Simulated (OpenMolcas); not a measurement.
**Sm III: the spin-orbit constant, worked from levels**

```
Program             : OpenMolcas 26.06
Basis               : ANO-RCC-VQZP [9s8p6d4f3g2h]
Scalar Hamiltonian  : DKH2, point nucleus
Active space        : 6 electrons in 7 orbitals (4f)
State averaging     : 2S+1 = 7 even, 7 roots; 2S+1 = 5 even, 140 roots (105 in the spin-orbit step); 2S+1 = 3 even, 259 roots kept (CI in the orbitals of an earlier block, 141 in the spin-orbit step); 2S+1 = 1 even, 197 roots kept (CI in the orbitals of an earlier block, 47 in the spin-orbit step)
Spin-orbit coupling : RASSI with atomic mean-field integrals over the reference wave functions, term energies averaged over their components
```

Methods: CASSCF; MS-CASPT2, IPEA 0.25 Eh, imaginary shift 0.1 Eh (closed shells correlated: 5s 5p). Measured levels: Martin, Zalubas and Hagan, Atomic Energy Levels: The Rare-Earth Elements, NSRDS-NBS 60 (1978).

**The spin-orbit constant.** For the Hund term 7F of f6, E(J) = (A/2) J(J+1) + constant and ζ = 2S·A = 6A. From J = 0 to J = 6 the energy changes by 21 A.

| Source | E(6) - E(0) | A | ζ |
| --- | --- | --- | --- |
| CASSCF | 4283.1 | 204.0 | 1224 |
| MS-CASPT2 | 4487.9 | 213.7 | 1282 |
| measured | 4027.0 | 191.8 | 1151 |

All in cm-1. MS-CASPT2 is off by +11.4 % and CASSCF by +6.4 %. Both methods take the spin-orbit matrix elements from the reference wave functions, so the second can move ζ only through the term energies and any multistate remixing. Second-order mixing with other terms is absorbed into this ζ.

Term energies are means over components that CASPT2 splits; among the terms shown or strongly mixed into the levels shown the widest spread is 460 cm-1 (4f6 7F, MS-CASPT2). High states are left out of the spin-orbit mixing, which shifts the levels that they would mix with. Without dynamic correlation excited terms often stand tens of per cent too high (terms of higher spin than the ground term too low), and those without a measured partner can miss by more than the paired ones (holds for CASSCF). Blocks of more than 70 roots (2S+1 = 5 even, 3 even) ran without multistate coupling (holds for MS-CASPT2). Computed and measured levels are paired by configuration, term and J; levels that our copy of the source lacks, or whose pairing is in doubt (as where it misses far off the trend of its configuration), stay unpaired and out of the deviations. Levels of configurations outside the active space are missing.
